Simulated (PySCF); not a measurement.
## NbC: from constants to spectrum

ROHF-CCSD constants of NbC, doublet, unpaired electrons δ ↑ (Nb x2c-TZVPPall, C x2c-TZVPPall; spin-free X2C with a Gaussian nucleus (PySCF 2.14); masses 92.9064 and 12.0000 u):

- ωe: 1068.9 cm⁻¹
- ωexe: 4.22 cm⁻¹
- Be: 0.56102 cm⁻¹
- αe: 0.00279 cm⁻¹
- De to Nb (4d4 5s1) + C: 4.61 eV

(1) What force constant and bond length do these constants imply?

(2) Estimate the centrifugal constant D from the Kratzer relation and find the Dunham coefficient a1.

Correlated steps freeze 15 core orbitals. Spin–orbit coupling is left out, which matters for elements this heavy, above all for dissociation energies. The CCSD T1 diagnostic is raised, a sign that a single reference may not be enough here. The state is the lowest single determinant that the PBE0 search found; with open d or f shells the true ground state can be another one.

Answers

(1) Reduced mass μred = 10.627 u; k = 5.8918×10⁻⁷·μred·ωe² (u, cm⁻¹, mdyn/Å) = 7.15 mdyn/Å; Re = √(16.8576/(μred·Be)) (u, cm⁻¹, Å) = 1.681 Å.

(2) D = 4Be³/ωe² = 6.18e-07 cm⁻¹; a1 = −1 − αeωe/(6Be²) = -2.58.
